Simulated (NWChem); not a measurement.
System: CH$_{3}$Cl$_{3}$Si; SMILES Cl[Si](Cl)(C)Cl

The following NWChem deck was run.

```
start job
memory heap 200 mb stack 900 mb global 1100 mb
geometry units angstroms noautoz
  C      0.000000     0.000000    -2.122081
  Si     0.000000     0.000000    -0.274066
  Cl    -0.777184     1.758044     0.450068
  Cl    -1.133919    -1.552083     0.450068
  Cl     1.911102    -0.205961     0.450068
  H      0.609966     0.834186    -2.499799
  H      0.417443    -0.945339    -2.499799
  H     -1.027409     0.111153    -2.499799
end
basis spherical
  * library def2-tzvpd
end
dft
  xc pbe0
  iterations 150
  semidirect filesize 400000000
  mulliken
end
task dft energy
```

Parts of the log:

```
             Northwest Computational Chemistry Package (NWChem) 7.3.0
             --------------------------------------------------------

 C3  symmetry detected

                             Geometry "geometry" -> ""
                             -------------------------

 Output coordinates in angstroms (scale by  1.889725989 to convert to a.u.)

  No.       Tag          Charge          X              Y              Z
 ---- ---------------- ---------- -------------- -------------- --------------
    1 C                    6.0000     0.00000000     0.00000000    -2.10700885
    2 Si                  14.0000     0.00000000     0.00000000    -0.25899385
    3 Cl                  17.0000    -0.98230983     1.65221070     0.46514015
    4 Cl                  17.0000    -0.93970152    -1.67681062     0.46514015
    5 Cl                  17.0000     1.92201135     0.02459992     0.46514015
    6 H                    1.0000     0.50557775     0.90128555    -2.48472685
    7 H                    1.0000     0.52774731    -0.88848595    -2.48472685
    8 H                    1.0000    -1.03332506    -0.01279960    -2.48472685

 Effective nuclear repulsion energy (a.u.)     437.2297481701

      Symmetry information
      --------------------

 Group name             C3
 Group number              5
 Group order               3
 No. of unique centers     4

                                 NWChem DFT Module
                                 -----------------

 Summary of "ao basis" -> "ao basis" (spherical)
 ------------------------------------------------------------------------------
       Tag                 Description            Shells   Functions and Types
 ---------------- ------------------------------  ------  ---------------------
 C                         def2-tzvpd               13       37   6s3p3d1f
 Si                        def2-tzvpd               15       43   6s5p3d1f
 Cl                        def2-tzvpd               16       46   6s6p3d1f
 H                         def2-tzvpd                5        9   3s2p

      Symmetry analysis of basis
      --------------------------

        a          87
        e+         79
        e-         79

  Rotation of axis

            General Information
            -------------------
          SCF calculation type: DFT
          Wavefunction type:  closed shell.
          No. of atoms     :     8
          No. of electrons :    74
           Alpha electrons :    37
            Beta electrons :    37
          Charge           :     0
          Spin multiplicity:     1
          Use of symmetry is: on ; symmetry adaption is: on
          Maximum number of iterations: 150
          AO basis - number of functions:   245
                     number of shells:    91
          Convergence on energy requested:  1.00D-06
          Convergence on density requested:  1.00D-05
          Convergence on gradient requested:  5.00D-04

              XC Information
              --------------
                         PBE0 Method XC Functional
                     Hartree-Fock (Exact) Exchange  0.250
          PerdewBurkeErnzerhof Exchange Functional  0.750
            Perdew 1991 LDA Correlation Functional  1.000 local
           PerdewBurkeErnz. Correlation Functional  1.000 non-local

             Grid Information
             ----------------
          Grid used for XC integration:  medium
          Radial quadrature: Mura-Knowles
          Angular quadrature: Lebedev.
          Tag              B.-S. Rad. Rad. Pts. Rad. Cut. Ang. Pts.
          ---              ---------- --------- --------- ---------
          C                   0.70       49          13.0       434
          Si                  1.10       88          12.0       590
          Cl                  1.00       88          14.0       590
          H                   0.35       45          14.0       434
          Grid pruning is: on
          Number of quadrature shells:   270
          Spatial weights used:  Erf1

      Superposition of Atomic Density Guess
      -------------------------------------

 Sum of atomic energies:       -1706.43990617

      Non-variational initial energy
      ------------------------------

 Total energy =   -1708.152517
 1-e energy   =   -3229.388653
 2-e energy   =    1084.006388
 HOMO         =      -0.393674
 LUMO         =       0.020300

      Symmetry analysis of molecular orbitals - initial
      -------------------------------------------------

  Numbering of irreducible representations:

     1 a           2 e+          3 e-

  Orbital symmetries:

     1 a           2 e+          3 e+          4 a           5 a
     6 a           7 e+          8 e+          9 a          10 e+
    11 e+         12 a          13 e+         14 e+         15 e+
    16 e+         17 a          18 a          19 a          20 e+
    21 e+         22 a          23 a          24 e+         25 e+
    26 a          27 e+         28 e+         29 a          30 e+
    31 e+         32 e+         33 e+         34 e+         35 e+
    36 a          37 a          38 a          39 e+         40 e+
    41 a          42 a          43 e+         44 e+         45 a
    46 e+         47 e+

------------------------------------------------------------
EAF file 0: "./job.aoints.0" size=657981440 bytes
------------------------------------------------------------
               write      read    awrite     aread      wait
               -----      ----    ------     -----      ----
     calls:     1255         0         0         0         0
   data(b): 6.58e+08  0.00e+00  0.00e+00  0.00e+00
   time(s): 0.00e+00  0.00e+00  0.00e+00  0.00e+00  0.00e+00
rate(mb/s): 0.00e+00  0.00e+00
------------------------------------------------------------

     ---------------------------------------------
      Total Density - Mulliken Population Analysis
     ---------------------------------------------

[...]
```

Level: PBE0/def2-TZVPD. Structure relaxed at the PBE0/def2-SVP level.
